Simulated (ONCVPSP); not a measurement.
Pm (Z = 61): ONCV pseudisation with revPBE, fully relativistic reference atom.

ONCVPSP 4.0.1 was run on this input:

```
# ATOM AND REFERENCE CONFIGURATION
# atsym  z   nc   nv     iexc    psfile
  Pm 61.00   10    4  -102130      upf
#
#   n    l    f
    1    0    2.00
    2    0    2.00
    2    1    6.00
    3    0    2.00
    3    1    6.00
    3    2   10.00
    4    0    2.00
    4    1    6.00
    4    2   10.00
    4    3    4.00
    5    0    2.00
    5    1    6.00
    5    2    1.00
    6    0    1.00
#
# PSEUDOPOTENTIAL AND OPTIMIZATION
# lmax
    2
#
#   l,   rc,      ep,       ncon, nbas, qcut
    0    2.70    0.00    3    7    5.30
    1    1.75    0.00    5    9    4.70
    2    3.45    0.00    4    9    5.20
#
# LOCAL POTENTIAL
# lloc, lpopt,  rc(5),   dvloc0
    4    1    1.40    1.00
#
# VANDERBILT-KLEINMAN-BYLANDER PROJECTORs
# l, nproj, debl
    0    2    0.80
    1    2    1.60
    2    2    1.70
#
# MODEL CORE CHARGE
# icmod, fcfact, rcfact
    3    5.75    1.50
#
# LOG DERIVATIVE ANALYSIS
# epsh1, epsh2, depsh
   -3.00    5.00    0.02
#
# OUTPUT GRID
# rlmax, drl
    6.00    0.01
#
# TEST CONFIGURATIONS
# ncnf
    4
# nvcnf
#   n    l    f
    4
    5    0    2.00
    5    1    6.00
    5    2    1.00
    6    0    2.00
#
    4
    5    0    2.00
    5    1    6.00
    5    2    1.00
    6    0    0.00
#
    4
    5    0    2.00
    5    1    6.00
    5    2    0.00
    6    0    0.00
#
    4
    5    0    2.00
    5    1    6.00
    5    2    1.00
    6    0    1.50
#
```

Command:

```bash
oncvpspr.x < Pm.dat > Pm.out
```

Resulting log (shortened: citation, most of the input echo, consistency checks and plot data are left out):

```
ONCVPSP  (Optimized Norm-Conservinng Vanderbilt PSeudopotential)
relativistic version 4.0.1

#   n    l    f        energy (Ha)
    1    0    2.00    -1.6535269D+03
    2    0    2.00    -2.6911077D+02
    2    1    6.00    -2.3424098D+02    -2.5482658D+02
    3    0    2.00    -5.9082038D+01
    3    1    6.00    -4.8826984D+01    -5.2966134D+01
    3    2   10.00    -3.7316822D+01    -3.8213453D+01
    4    0    2.00    -1.2131539D+01
    4    1    6.00    -8.8956177D+00    -9.8029511D+00
    4    2   10.00    -4.9039756D+00    -5.0661126D+00
    4    3    4.00    -4.8938221D-01    -5.0857386D-01
    5    0    2.00    -1.8832279D+00
    5    1    6.00    -1.1166884D+00    -1.2451858D+00
    5    2    1.00    -3.0732383D-01    -3.1743451D-01
    6    0    1.00    -3.2257465D-01

Reference configufation results
  iterations    28
  all-electron total energy (Ha)   -1.00270874D+04

Begin loop to  construct optimized pseudo wave functions
and semi-local pseudopoentials for all angular momenta

Calculating optimized projector #   1

 for l=   0

    Fraction of norm inside rc  0.986997
    Optimizing pswf for qcut=   5.30 a_B^-1,  ecut=  14.05 Ha
    Residual kinetic energy error=  6.40D-08 Ha

    Energy error per electron        Cutoff
         Ha          eV             Ha
         0.01000     0.27211        2.85
         0.00100     0.02721        7.40
         0.00010     0.00272        9.54
         0.00001     0.00027       11.10

Calculating optimized projector #   2

 for l=   0

    Fraction of norm inside rc  0.166849
    Optimizing pswf for qcut=   5.30 a_B^-1,  ecut=  14.05 Ha
    Residual kinetic energy error=  8.95D-08 Ha

    Energy error per electron        Cutoff
         Ha          eV             Ha
         0.01000     0.27211        2.46
         0.00100     0.02721        7.16
         0.00010     0.00272        9.59
         0.00001     0.00027       11.28

   Wellstate for l =  1  n =  7 kap= -2
     eigenvalue =   0.4833
     asymptotic potential =   0.9833
     half-point radius =  5.9182

Calculating optimized projector #   1

 for l=   1

    Fraction of norm inside rc  0.602617
    Optimizing pswf for qcut=   4.70 a_B^-1,  ecut=  11.03 Ha
    Residual kinetic energy error=  6.95D-03 Ha

    Energy error per electron        Cutoff
         Ha          eV             Ha
         0.01000     0.27211        9.98
         0.00100     0.02721       44.71
         0.00010     0.00272       80.12
         0.00001     0.00027       90.06

Calculating optimized projector #   2

 for l=   1

    Fraction of norm inside rc  0.056626
    Optimizing pswf for qcut=   4.70 a_B^-1,  ecut=  11.03 Ha
    Residual kinetic energy error=  2.29D-03 Ha

    Energy error per electron        Cutoff
         Ha          eV             Ha
         0.01000     0.27211        4.48
         0.00100     0.02721       13.19
         0.00010     0.00272       42.06
         0.00001     0.00027      100.09

   Wellstate for l =  1  n =  7 kap=  1
     eigenvalue =   0.3548

Calculating optimized projector #   1

 for l=   1

    Fraction of norm inside rc  0.663538
    Optimizing pswf for qcut=   4.70 a_B^-1,  ecut=  11.03 Ha
    Residual kinetic energy error=  7.58D-03 Ha

    Energy error per electron        Cutoff
         Ha          eV             Ha
         0.01000     0.27211       10.06
         0.00100     0.02721       60.88
         0.00010     0.00272       81.82
         0.00001     0.00027       91.44

Calculating optimized projector #   2

 for l=   1

    Fraction of norm inside rc  0.053819
    Optimizing pswf for qcut=   4.70 a_B^-1,  ecut=  11.03 Ha
    Residual kinetic energy error=  2.38D-03 Ha

    Energy error per electron        Cutoff
         Ha          eV             Ha
         0.01000     0.27211        4.88
         0.00100     0.02721       13.46
         0.00010     0.00272       40.76
         0.00001     0.00027       77.54

   Wellstate for l =  2  n =  8 kap= -3
     eigenvalue =   1.3927
     asymptotic potential =   1.8927
     half-point radius =  6.3908

Calculating optimized projector #   1

 for l=   2

    Fraction of norm inside rc  0.797730
    Optimizing pswf for qcut=   5.20 a_B^-1,  ecut=  13.54 Ha
    Residual kinetic energy error=  1.87D-09 Ha

    Energy error per electron        Cutoff
         Ha          eV             Ha
         0.01000     0.27211        5.11
         0.00100     0.02721        6.97
         0.00010     0.00272        8.59
         0.00001     0.00027       10.06

Calculating optimized projector #   2

 for l=   2

    Fraction of norm inside rc  0.215495
    Optimizing pswf for qcut=   5.20 a_B^-1,  ecut=  13.54 Ha
    Residual kinetic energy error=  2.58D-08 Ha

    Energy error per electron        Cutoff
         Ha          eV             Ha
         0.01000     0.27211        6.24
         0.00100     0.02721        8.10
         0.00010     0.00272        9.66
         0.00001     0.00027       10.91

   Wellstate for l =  2  n =  8 kap=  2
     eigenvalue =   1.3826

Calculating optimized projector #   1

 for l=   2

    Fraction of norm inside rc  0.812904
    Optimizing pswf for qcut=   5.20 a_B^-1,  ecut=  13.54 Ha
    Residual kinetic energy error=  2.16D-09 Ha

    Energy error per electron        Cutoff
         Ha          eV             Ha
         0.01000     0.27211        5.24
         0.00100     0.02721        7.10
         0.00010     0.00272        8.71
         0.00001     0.00027       10.15

Calculating optimized projector #   2

 for l=   2

    Fraction of norm inside rc  0.216377
    Optimizing pswf for qcut=   5.20 a_B^-1,  ecut=  13.54 Ha
    Residual kinetic energy error=  3.57D-08 Ha

    Energy error per electron        Cutoff
         Ha          eV             Ha
         0.01000     0.27211        6.34
         0.00100     0.02721        8.22
         0.00010     0.00272        9.81
         0.00001     0.00027       11.03

Construct Vanderbilt / Kleinmman-Bylander projectors

B matrix Hermiticity error, ll=  0  kap= -1
   1   2    1.3126D-04

  Orthonormal projector coefficients  5.3553E+00  9.6383E-01

B matrix Hermiticity error, ll=  1  kap= -2
   1   2   -1.2466D-04

  Orthonormal projector coefficients  6.7700E+00  2.3285E+00

B matrix Hermiticity error, ll=  1  kap=  1
   1   2   -1.4063D-04

  Orthonormal projector coefficients  6.8031E+00  2.4729E+00

B matrix Hermiticity error, ll=  2  kap= -3
   1   2    6.4548D-05

  Orthonormal projector coefficients  3.5180E+00  6.5874E-01

B matrix Hermiticity error, ll=  2  kap=  2
   1   2    6.6732D-05

  Orthonormal projector coefficients  4.7801E+00  8.8629E-01

 Orthonormal scalar projector coefficients, l =  1
  6.7231E+00  2.3737E+00  5.8058E-02  2.9421E-03

 Orthonormal spin-orbit projector coefficients, l =  1
 -9.8063E-01  7.7430E-01  1.7165E-01 -8.3658E-02

 Orthonormal scalar projector coefficients, l =  2
  3.9938E+00  7.7656E-01  2.2348E-03  9.9739E-06

 Orthonormal spin-orbit projector coefficients, l =  2
 -6.2486E-01  2.3924E-02  5.4854E-03 -3.7469E-04

Model core correction analysis
  based on d2Exc/dn_idn_j

d2excae - all-electron derivatives

   -2.180861D-02   -1.853069D-02   -7.762202D-03   -1.732754D-03
   -1.853076D-02   -1.811955D-02   -1.080417D-02   -2.863051D-03
   -7.762065D-03   -1.080392D-02   -1.684218D-02   -1.579189D-02
   -1.731999D-03   -2.860992D-03   -1.579500D-02   -3.116614D-02

d2excps - pseudofunction derivatives with no core correction

   -4.230691D-02   -2.769037D-02   -1.087156D-02   -3.895894D-03
   -2.769072D-02   -2.746358D-02   -1.560552D-02   -3.873818D-03
   -1.087086D-02   -1.560485D-02   -2.282292D-02   -1.951013D-02
   -3.895504D-03   -3.868663D-03   -1.951119D-02   -3.781915D-02

rms 2nd derivative error    7.330563E-03

rmatch, rhocmatch    1.1696    4.0286

Teter function model core charge with specified parameters

d2excps - pseudofunction derivatives with core correction

   -2.074662D-02   -1.769838D-02   -8.637836D-03   -1.946159D-03
   -1.769817D-02   -2.038247D-02   -1.365956D-02   -3.222859D-03
   -8.637350D-03   -1.365931D-02   -2.174555D-02   -1.916153D-02
   -1.944027D-03   -3.217758D-03   -1.916230D-02   -3.737724D-02

rms 2nd derivative error    2.635519E-03

Pseudoatom total energy  -35.124805

Diagnostic tests using Vanderbilt-Kleinman-Bylander pseudopotentials
  relativistic with J = L +/- 1/2 projectors

   l  kap   rcore       rmatch      e in        delta e    norm test   slope test

   0  -1   2.7024099   2.7844609  -1.8832279   0.0000004   1.0001213   1.0001089
   0  -1   2.7024099   2.7844609  -0.3225746   0.0000020   1.0000238   0.9999977

   1  -2   1.7566960   1.8100331  -1.1166884  -0.0000099   1.0000877   1.0001154
   1   1   1.7566960   1.8100331  -1.2451858  -0.0000013   1.0000989   1.0001025
   1  -2   1.7566960   1.8100331   0.4833117   0.0000009   1.0002937   1.0002937
   1   1   1.7566960   1.8100331   0.4629116   0.0000029   1.0003104   1.0003104

   2  -3   3.4535713   3.5584292  -0.3073238  -0.0000002   1.0000199   1.0000272
   2   2   3.4535713   3.5584292  -0.3174345   0.0000003   1.0000210   1.0000209
   2  -3   3.4535713   3.5584292   1.3926762   0.0000035   1.0000885   1.0000885
   2   2   3.4535713   3.5584292   1.3868723   0.0000034   1.0001001   1.0001001

Diagnostic tests using Vanderbilt-Kleinman-Bylander pseudopotentials
  relativistic with scalar and spin-orbit non-local projectors

   l  kap   rcore       rmatch      e in        delta e    norm test   slope test

   0  -1   2.7024099   2.7844609  -1.8832279   0.0000004   1.0001213   1.0001089
   0  -1   2.7024099   2.7844609  -0.3225746   0.0000020   1.0000238   0.9999977

   1  -2   1.7566960   1.8100331  -1.1166884  -0.0006479   1.0001367   0.9989465
   1   1   1.7566960   1.8100331  -1.2451858  -0.0006943   1.0001792   0.9992216
   1  -2   1.7566960   1.8100331   0.4833117  -0.0010300   1.0002196   1.0002196
   1   1   1.7566960   1.8100331   0.4629116  -0.0009084   1.0001821   1.0001821

   2  -3   3.4535713   3.5584292  -0.3073238  -0.0006551   1.0012850   0.9982093
   2   2   3.4535713   3.5584292  -0.3174345  -0.0007750   1.0013703   0.9980009
   2  -3   3.4535713   3.5584292   1.3926762   0.0000325   0.9999828   0.9999828
   2   2   3.4535713   3.5584292   1.3868723  -0.0000848   1.0000773   1.0000773

Ghost test for J = L + 1/2

 Testing for bound ghosts
   n   l    E NL Schr. Eq   E Basis Diag.   E Cutoff

   1   0       -1.883227       -1.883224     26.25
   2   0       -0.322573       -0.318491     26.25

   2   1       -1.116698       -1.116394    128.00

   3   2       -0.307324       -0.307282     37.21

 Testing for highly-localized positive-energy ghosts
       l    <radius>/rc     E Basis Diag.   E Cutoff

       0        0.879005        1.986106     26.25  WARNING - GHOST(+)

Ghost test for J = L - 1/2

 Testing for bound ghosts
   n   l    E NL Schr. Eq   E Basis Diag.   E Cutoff

   1   0       -1.883227       -1.883224     26.25
   2   0       -0.322573       -0.318491     26.25

   2   1       -1.245187       -1.245036    128.00

   3   2       -0.317434       -0.317401     37.21

 Testing for highly-localized positive-energy ghosts
       l    <radius>/rc     E Basis Diag.   E Cutoff

       0        0.879005        1.986106     26.25  WARNING - GHOST(+)

Test configuration 0

   n   l kap    f        eae           eps        diff
   1   0  -1  2.0000-1653.52694070
   2   0  -1  2.0000 -269.11077233
   2   1  -2  4.0000 -234.24098124
   2   1   1  2.0000 -254.82657589
   3   0  -1  2.0000  -59.08203808
   3   1  -2  4.0000  -48.82698436
   3   1   1  2.0000  -52.96613404
   3   2  -3  6.0000  -37.31682229
   3   2   2  4.0000  -38.21345328
   4   0  -1  2.0000  -12.13153856
   4   1  -2  4.0000   -8.89561765
   4   1   1  2.0000   -9.80295109
   4   2  -3  6.0000   -4.90397564
   4   2   2  4.0000   -5.06611259
   4   3  -4  2.2857   -0.48938221
   4   3   3  1.7143   -0.50857386
   5   0  -1  2.0000   -1.88322785   -1.88322746    3.88E-07
   5   1  -2  4.0000   -1.11668835   -1.11669823   -9.87E-06
   5   1   1  2.0000   -1.24518584   -1.24518715   -1.31E-06
   5   2  -3  0.6000   -0.30732383   -0.30732406   -2.31E-07
   5   2   2  0.4000   -0.31743451   -0.31743422    2.89E-07
   6   0  -1  1.0000   -0.32257465   -0.32257268    1.97E-06

    Total energies and differences
      AE_ref= -1.00270874E+04  AE_tst= -1.00270874E+04  dif=  0.00E+00
      PS_ref= -3.51248051E+01  PS_tst= -3.51248051E+01  dif=  2.84E-14
      PSP excitation error= -2.84E-14

Test configuration 1

   n   l kap    f        eae           eps        diff
   1   0  -1  2.0000-1653.30095783
   2   0  -1  2.0000 -268.88597072
   2   1  -2  4.0000 -234.01612795
   2   1   1  2.0000 -254.60166346
   3   0  -1  2.0000  -58.85754296
   3   1  -2  4.0000  -48.60248647
   3   1   1  2.0000  -52.74161935
   3   2  -3  6.0000  -37.09233444
   3   2   2  4.0000  -37.98896099
   4   0  -1  2.0000  -11.90703590
   4   1  -2  4.0000   -8.67111835
   4   1   1  2.0000   -9.57845358
   4   2  -3  6.0000   -4.67953929
   4   2   2  4.0000   -4.84167169
   4   3  -4  2.2857   -0.26522198
   4   3   3  1.7143   -0.28438847
   5   0  -1  2.0000   -1.65883779   -1.65693402    1.90E-03
   5   1  -2  4.0000   -0.89259197   -0.89194712    6.45E-04
   5   1   1  2.0000   -1.02090911   -1.02006825    8.41E-04
   5   2  -3  0.6000   -0.09929704   -0.09927672    2.03E-05
   5   2   2  0.4000   -0.10804567   -0.10800048    4.52E-05
   6   0  -1  2.0000   -0.14285941   -0.14294546   -8.60E-05

    Total energies and differences
      AE_ref= -1.00270874E+04  AE_tst= -1.00273184E+04  dif= -2.31E-01
      PS_ref= -3.51248051E+01  PS_tst= -3.53559040E+01  dif= -2.31E-01
      PSP excitation error=  5.56E-05

Test configuration 2

   n   l kap    f        eae           eps        diff
   1   0  -1  2.0000-1653.79309941
   2   0  -1  2.0000 -269.37521243
   2   1  -2  4.0000 -234.50550403
   2   1   1  2.0000 -255.09119069
   3   0  -1  2.0000  -59.34567710
   3   1  -2  4.0000  -49.09062720
   3   1   1  2.0000  -53.22981700
   3   2  -3  6.0000  -37.58050427
   3   2   2  4.0000  -38.47714848
   4   0  -1  2.0000  -12.39514727
   4   1  -2  4.0000   -9.15924567
   4   1   1  2.0000  -10.06656243
   4   2  -3  6.0000   -5.16754650
   4   2   2  4.0000   -5.32968518
   4   3  -4  2.2857   -0.75215790
   4   3   3  1.7143   -0.77140789
   5   0  -1  2.0000   -2.14599485   -2.14983038   -3.84E-03
   5   1  -2  4.0000   -1.37726425   -1.37891621   -1.65E-03
   5   1   1  2.0000   -1.50663757   -1.50862700   -1.99E-03
   5   2  -3  0.6000   -0.54692873   -0.54734605   -4.17E-04
   5   2   2  0.4000   -0.55841734   -0.55886928   -4.52E-04
   6   0  -1  0.0000   -0.52579071   -0.52579071    0.00E+00

    Total energies and differences
      AE_ref= -1.00270874E+04  AE_tst= -1.00266660E+04  dif=  4.21E-01
      PS_ref= -3.51248051E+01  PS_tst= -3.47035178E+01  dif=  4.21E-01
      PSP excitation error=  7.32E-05

Test configuration 3

   n   l kap    f        eae           eps        diff
   1   0  -1  2.0000-1654.19767887
   2   0  -1  2.0000 -269.78242952
   2   1  -2  4.0000 -234.91276779
   2   1   1  2.0000 -255.49841939
   3   0  -1  2.0000  -59.74870171
   3   1  -2  4.0000  -49.49364556
   3   1   1  2.0000  -53.63301650
   3   2  -3  6.0000  -37.98426103
   3   2   2  4.0000  -38.88098896
   4   0  -1  2.0000  -12.79702040
   4   1  -2  4.0000   -9.56138256
   4   1   1  2.0000  -10.46856455
   4   2  -3  6.0000   -5.57014070
   4   2   2  4.0000   -5.73222954
   4   3  -4  2.2857   -1.15136356
   4   3   3  1.7143   -1.17082404
   5   0  -1  2.0000   -2.54118261   -2.55184467   -1.07E-02
   5   1  -2  4.0000   -1.75968970   -1.76735379   -7.66E-03
   5   1   1  2.0000   -1.89354786   -1.90176206   -8.21E-03
   5   2  -3  0.0000   -0.88450214   -0.88450214    0.00E+00
   5   2   2  0.0000   -0.89842596   -0.89842596    0.00E+00
   6   0  -1  0.0000   -0.79523099   -0.79523099    0.00E+00

    Total energies and differences
      AE_ref= -1.00270874E+04  AE_tst= -1.00259484E+04  dif=  1.14E+00
      PS_ref= -3.51248051E+01  PS_tst= -3.39837029E+01  dif=  1.14E+00
      PSP excitation error= -2.11E-03

Test configuration 4

   n   l kap    f        eae           eps        diff
   1   0  -1  2.0000-1653.40852788
   2   0  -1  2.0000 -268.99302090
   2   1  -2  4.0000 -234.12319984
   2   1   1  2.0000 -254.70876067
   3   0  -1  2.0000  -58.96449637
   3   1  -2  4.0000  -48.70944110
   3   1   1  2.0000  -52.84857970
   3   2  -3  6.0000  -37.19927897
   3   2   2  4.0000  -38.09590675
   4   0  -1  2.0000  -12.01399772
   4   1  -2  4.0000   -8.77807605
   4   1   1  2.0000   -9.68541201
   4   2  -3  6.0000   -4.78646560
   4   2   2  4.0000   -4.94860051
   4   3  -4  2.2857   -0.37206046
   4   3   3  1.7143   -0.39123577
   5   0  -1  2.0000   -1.76579322   -1.76464007    1.15E-03
   5   1  -2  4.0000   -0.99956260   -0.99914997    4.13E-04
   5   1   1  2.0000   -1.12790675   -1.12737473    5.32E-04
   5   2  -3  0.6000   -0.19910189   -0.19907139    3.05E-05
   5   2   2  0.4000   -0.20851365   -0.20846782    4.58E-05
   6   0  -1  1.5000   -0.23021588   -0.23028144   -6.56E-05

    Total energies and differences
      AE_ref= -1.00270874E+04  AE_tst= -1.00272254E+04  dif= -1.38E-01
      PS_ref= -3.51248051E+01  PS_tst= -3.52628334E+01  dif= -1.38E-01
      PSP excitation error=  1.80E-05
```

The run took about 9.6 s on one core of a shared server CPU.
